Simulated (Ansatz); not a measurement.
The molecule CrW, closed-shell singlet (the spin of the measured ground state). No spin–orbit coupling. Cr is treated without relativity. The T1 diagnostic near the minimum is 0.090, so single-reference values are doubtful.

Constants: fifth-degree fit in 1/R to seven points, most abundant isotopes. Runs in def2 and cc sets follow the lowest solution found near the PBE0 minimum. The singlet is held restricted.

Codes used: Ansatz (Gaussian orbitals). Each number belongs to the level named beside it. In def2 rows elements past Kr take small-core potentials, without spin–orbit coupling.

D_e counts from each atom's lowest state at the same level, without counterpoise or zero-point energy.

```
level                 r_e (Å)  ω_e (cm⁻¹)  ω_e x_e (cm⁻¹)  D_e (eV)  dipole (D)
--------------------  -------  ----------  --------------  --------  ----------
SVWN5/def2-TZVPP        1.799         617             1.2      4.47        1.60
PBE/def2-TZVPP          1.820         588             1.2      2.63        1.59
r2SCAN/def2-TZVPP       1.799         619             1.2      0.28        1.86
B97M-V/def2-TZVPP       1.797         608             1.2     -0.10        1.07
B3LYP/def2-TZVPP        1.794         629             1.2      0.76        1.60
PBE0/def2-TZVPP         1.776         653             1.2     -0.74        1.78
BHLYP/def2-TZVPP        1.828           …            0.72     -2.72        1.81
CAM-B3LYP/def2-TZVPP        …           …             1.1     -0.26        1.91
```

Task: Fill in the missing entries.

Result: 
- CAM-B3LYP/def2-TZVPP, r_e (Å): 1.766
- CAM-B3LYP/def2-TZVPP, ω_e (cm⁻¹): 677
- BHLYP/def2-TZVPP, ω_e (cm⁻¹): 511

Measured for the ground state: D_0 2.867 ± 0.001 eV [Morse and co-workers].

Ansatz is an electronic-structure program.
